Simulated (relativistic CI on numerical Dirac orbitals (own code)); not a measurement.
Crystal-field levels of Ag⁴⁺, 4d7

Calculated by Dirac-Coulomb-Breit CI, orbitals from a KLI potential per configuration, QED by a radiative potential, valence Slater integrals scaled by 0.8, one configuration in a parametric crystal field (own radial code).

Field parameters in Wybourne normalisation: D4h B²₀ = −7Ds, B⁴₀ = 21(Dq − Dt), B⁴₄ = 21√(5/14) Dq. The field is a parameter set, without covalency.

S and J are read from ⟨S²⟩ = S(S + 1) and ⟨J²⟩ = J(J + 1) of each level; they are not fictitious spins.

D4h, 10Dq = 31500, Ds = -1500, Dt = 380 cm⁻¹, the lowest 16 levels:

```tsv
E (cm⁻¹)	Degeneracy	Irrep	S	J
0.0	2	Γ7	0.56	3.96
3894	2	Γ6	0.57	3.96
11269	2	Γ6	1.48	4.04
11975	2	Γ6	1.49	3.73
12926	2	Γ7	1.49	3.47
14314	2	Γ7	1.47	3.08
18828	2	Γ7	1.48	3.33
19326	2	Γ6	1.47	3.38
26529	2	Γ7	0.55	4.57
26589	2	Γ6	0.55	4.38
28879	2	Γ6	0.54	4.10
29465	2	Γ7	0.56	3.71
30105	2	Γ7	0.54	3.59
32728	2	Γ7	0.56	3.07
33551	2	Γ6	0.54	3.44
33775	2	Γ6	0.54	4.19
```

Principal g values of the ground doublet: 2.20, 2.20, 2.51.

D4h, 10Dq = 31500, Ds = -1090, Dt = 380 cm⁻¹, the lowest 16 levels:

```
E (cm⁻¹)  Degeneracy  Irrep     S     J
     0.0           2     Γ7  0.56  3.96
    2357           2     Γ6  0.56  3.96
   10811           2     Γ6  1.48  4.06
   11547           2     Γ6  1.49  3.74
   12479           2     Γ7  1.49  3.51
   13930           2     Γ7  1.47  3.09
   17392           2     Γ7  1.49  3.27
   17888           2     Γ6  1.47  3.34
   26269           2     Γ6  0.55  4.33
   26282           2     Γ7  0.54  4.60
   28191           2     Γ6  0.54  4.20
   28556           2     Γ7  0.55  3.71
   29970           2     Γ7  0.54  3.60
   32154           2     Γ6  0.53  4.61
   32507           2     Γ7  0.56  3.05
   33346           2     Γ6  0.55  2.83
```

Principal g values of the ground doublet: 2.20, 2.20, 2.51.

D4h, 10Dq = 31500, Ds = -680, Dt = 380 cm⁻¹, the lowest 16 levels:

```tsv
E (cm⁻¹)	Degeneracy	Irrep	S	J
0.0	2	Γ7	0.57	3.96
813	2	Γ6	0.56	3.96
10338	2	Γ6	1.49	4.08
11114	2	Γ6	1.49	3.75
12001	2	Γ7	1.48	3.57
13547	2	Γ7	1.47	3.10
15971	2	Γ7	1.49	3.20
16466	2	Γ6	1.47	3.28
25853	2	Γ7	0.54	4.57
25859	2	Γ6	0.56	4.23
27463	2	Γ6	0.53	4.33
27615	2	Γ7	0.55	3.76
29797	2	Γ7	0.55	3.61
30607	2	Γ6	0.52	4.62
32235	2	Γ7	0.56	3.04
32883	2	Γ6	0.54	2.80
```

Principal g values of the ground doublet: 2.20, 2.20, 2.52.

D4h, 10Dq = 31500, Ds = -270, Dt = 380 cm⁻¹, the lowest 16 levels:

```tsv
E (cm⁻¹)	Degeneracy	Irrep	S	J
0.0	2	Γ6	0.55	3.96
736	2	Γ7	0.57	3.96
10572	2	Γ6	1.49	4.12
11410	2	Γ6	1.49	3.76
12198	2	Γ7	1.48	3.65
13899	2	Γ7	1.47	3.11
15339	2	Γ7	1.49	3.10
15817	2	Γ6	1.47	3.22
25834	2	Γ7	0.54	4.42
26042	2	Γ6	0.56	4.09
27462	2	Γ6	0.52	4.47
27561	2	Γ7	0.54	3.95
29819	2	Γ6	0.52	4.63
30288	2	Γ7	0.55	3.61
32642	2	Γ7	0.56	3.04
32977	2	Γ6	0.54	2.79
```

Principal g values of the ground doublet: 2.07, 2.43, 2.43.

D4h, 10Dq = 31500, Ds = 140, Dt = 380 cm⁻¹, the lowest 16 levels:

| E (cm⁻¹) | Degeneracy | Irrep | S | J |
| --- | --- | --- | --- | --- |
| 0.0 | 2 | Γ6 | 0.55 | 3.96 |
| 2287 | 2 | Γ7 | 0.57 | 3.96 |
| 11563 | 2 | Γ6 | 1.49 | 4.15 |
| 12514 | 2 | Γ6 | 1.49 | 3.77 |
| 13087 | 2 | Γ7 | 1.48 | 3.74 |
| 15058 | 2 | Γ7 | 1.47 | 3.10 |
| 15649 | 2 | Γ7 | 1.49 | 3.01 |
| 16048 | 2 | Γ6 | 1.48 | 3.16 |
| 26243 | 2 | Γ7 | 0.54 | 4.23 |
| 26828 | 2 | Γ6 | 0.57 | 3.98 |
| 28285 | 2 | Γ6 | 0.52 | 4.56 |
| 28565 | 2 | Γ7 | 0.53 | 4.14 |
| 29921 | 2 | Γ6 | 0.53 | 4.66 |
| 31481 | 2 | Γ7 | 0.55 | 3.60 |
| 33710 | 2 | Γ6 | 0.54 | 2.81 |
| 33815 | 2 | Γ7 | 0.55 | 3.05 |

Principal g values of the ground doublet: 2.05, 2.44, 2.44.

The free-ion ground term has S = 3/2. The field overcomes the spin-pairing energy for D4h, 10Dq = 31500, Ds = -1500, Dt = 380 cm⁻¹; D4h, 10Dq = 31500, Ds = -1090, Dt = 380 cm⁻¹; D4h, 10Dq = 31500, Ds = -680, Dt = 380 cm⁻¹; D4h, 10Dq = 31500, Ds = -270, Dt = 380 cm⁻¹; D4h, 10Dq = 31500, Ds = 140, Dt = 380 cm⁻¹, where the ground state has lower spin; these fields are assumed values.

Levels of this model without a field, named by their leading LS term (the scale mimics covalency, so terms lie below those of the real free ion): 4F_9/2 0, 4F_7/2 3575, 4F_5/2 5627, 4F_3/2 6869, 4P_3/2 14625, 4P_5/2 15286, 2G_9/2 15790, 4P_1/2 17418 cm⁻¹.
